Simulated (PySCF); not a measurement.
This PySCF input asks for the NMR shieldings of `S1[Si](OC)(O)SCC1`, C$_{3}$H$_{8}$O$_{2}$S$_{2}$Si; the geometry comes from GFN2-xTB.

```python
import basis_set_exchange as bse
import numpy as np
from pyscf import gto, dft
from pyscf.prop import nmr

atoms = """
C     2.997197    0.328316   -0.124172
O     1.662360    0.077764   -0.486282
Si    0.455457   -0.383074    0.464022
O     1.081323   -1.254144    1.683761
S    -0.977615   -1.474883   -0.683938
C    -2.146392   -0.079566   -0.798265
C    -2.322902    0.588070    0.546825
S    -0.742896    1.265422    1.161666
H     3.315425   -0.369485    0.648476
H     3.091077    1.348915    0.248854
H     3.608115    0.201359   -1.016576
H     0.533825   -1.675963    2.342840
H    -1.761485    0.622418   -1.537977
H    -3.090731   -0.495139   -1.148107
H    -3.011927    1.428571    0.470415
H    -2.698430   -0.119638    1.286981
"""
names = dict.fromkeys(["C", "O", "Si", "S", "H"], "pcSseg-1")
basis = {el: gto.basis.parse(bse.get_basis(n, elements=[el], fmt="nwchem")) for el, n in names.items()}
mol = gto.M(atom=atoms, basis=basis, charge=0, verbose=0)
mf = dft.RKS(mol, xc="PBE0")
mf.grids.level = 2
mf.grids.alignment = dft.numint.BLKSIZE   # the property module wants whole blocks of grid points
mf.conv_tol = 1e-9
mf.kernel()

calc = nmr.RKS(mf)   # GIAO
C = mf.mo_coeff
Co = C[:, mf.mo_occ > 0]
resp = mf.gen_response(singlet=True, hermi=2)
def vind(x):   # induced exchange potential for any number of trial vectors
    d = np.einsum("pi,xij,qj->xpq", C, 2 * x.reshape(-1, C.shape[1], Co.shape[1]), Co, optimize=True)
    return np.einsum("xpq,pi,qj->xij", resp(d - d.transpose(0, 2, 1)), C, Co, optimize=True).ravel()
mo1, _ = nmr.rhf.solve_mo1(calc, with_cphf=vind)
sigma = calc.kernel(mo1)
for i, s in enumerate(sigma):   # ppm
    print("%2d %-2s %9.2f" % (i, mol.atom_pure_symbol(i), np.trace(s) / 3))
```

**Question.** Give the expected output.

**Answer.** 
```
 0 C     133.58
 1 O     294.21
 2 Si    343.90
 3 O     266.76
 4 S     603.93
 5 C     146.87
 6 C     145.19
 7 S     603.73
 8 H      27.56
 9 H      27.84
10 H      27.75
11 H      29.41
12 H      28.92
13 H      28.89
14 H      28.77
15 H      28.90
```

These numbers come from an equivalent density-fitted implementation of the same equations, which agrees with the script to about 0.01 ppm for H and up to a few tenths of a ppm for heavy atoms, so last digits may differ.

**Question.** Turn these shieldings into chemical shifts. Referencing at the same level of theory: $^{13}$C (186.93 ppm) and $^{29}$Si (349.16 ppm) and $^{1}$H (31.72 ppm) vs TMS; $^{17}$O (336.08 ppm) against H2O; $^{33}$S (503.73 ppm) against CS2.

**Answer.** Averaging equivalent atoms: C 0: 53.3; C 5/6: 40.9; O 3: 69.3; O 1: 41.9; Si 2: 5.3; S 4/7: -100; H 8/9/10: 4.00; H 12/14: 2.87; H 13/15: 2.82; H 11: 2.30 ppm. Experimental scales use liquid or dissolved standards, which lie at an offset from isolated H2O (liquid H2O: subtract about 36 ppm).

Size and cost of the density-fitted run: 197 basis functions, 55 s wall time on 1 thread of an Arm Neoverse N1, shared host; peak memory 0.87 GiB.
